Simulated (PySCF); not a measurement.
Input for PySCF: D3(BJ) and D4 dispersion corrections on H6HfO4Sn (SMILES [OH][Hf]([OH])([OH])[O][SnH3]).

```python
from pyscf import gto
from pyscf.dispersion import dftd3, dftd4

mol = gto.M(
    atom='''
    O     0.71678485    0.21664193    0.03222221
    Hf   -1.14561977   -0.34332597   -0.05555599
    O    -1.23311373   -2.26643909    0.21635829
    H    -1.31808560   -3.20931096    0.34740855
    O    -1.85550399    0.12013394   -1.80524819
    H    -2.24520951    0.32798967   -2.65280671
    O    -2.14072158    0.57726206    1.33815887
    H    -2.66911378    1.00842223    2.00773356
    Sn    2.61339614    0.78462805    0.12530764
    H     2.61723509    2.49959740    0.24493270
    H     3.37001834    0.24097817   -1.31947490
    H     3.29003355    0.04332255    1.52106398
    ''',
    basis='def2-svp',
    charge=0, spin=0, verbose=0, max_memory=1800)
d3, d4 = {}, {}
for xc in ['hf', 'pbe', 'blyp', 'revpbe', 'tpss', 'r2scan', 'b3lyp', 'pbe0', 'bhlyp', 'camb3lyp', 'b2plyp']:
    d3[xc] = float(dftd3.DFTD3Dispersion(mol, xc=xc, version='d3bj', atm=False).get_dispersion()['energy'])
    print(f'D3(BJ) {xc:10s} {d3[xc]:14.8f} Eh')
for xc in ['hf', 'pbe', 'blyp', 'revpbe', 'tpss', 'r2scan', 'b3lyp', 'pbe0', 'bhlyp', 'camb3lyp', 'b2plyp']:
    d4[xc] = float(dftd4.DFTD4Dispersion(mol, xc={'camb3lyp': 'cam-b3lyp'}.get(xc, xc), atm=True).get_dispersion()['energy'])
    print(f'D4     {xc:10s} {d4[xc]:14.8f} Eh')
```

The log:

```
D3(BJ) hf            -0.06192315 Eh
D3(BJ) pbe           -0.00788176 Eh
D3(BJ) blyp          -0.01808755 Eh
D3(BJ) revpbe        -0.01748786 Eh
D3(BJ) tpss          -0.01048472 Eh
D3(BJ) r2scan        -0.00245401 Eh
D3(BJ) b3lyp         -0.01533205 Eh
D3(BJ) pbe0          -0.00752697 Eh
D3(BJ) bhlyp         -0.01400581 Eh
D3(BJ) camb3lyp      -0.00804829 Eh
D3(BJ) b2plyp        -0.00835943 Eh
D4     hf            -0.02642718 Eh
D4     pbe           -0.00904847 Eh
D4     blyp          -0.01855336 Eh
D4     revpbe        -0.02154840 Eh
D4     tpss          -0.01199923 Eh
D4     r2scan        -0.00239284 Eh
D4     b3lyp         -0.01446822 Eh
D4     pbe0          -0.00787265 Eh
D4     bhlyp         -0.01288117 Eh
D4     camb3lyp      -0.00821437 Eh
D4     b2plyp        -0.00633941 Eh
```

The run finished.

Cost: about 0.03 core-seconds (a rough figure).
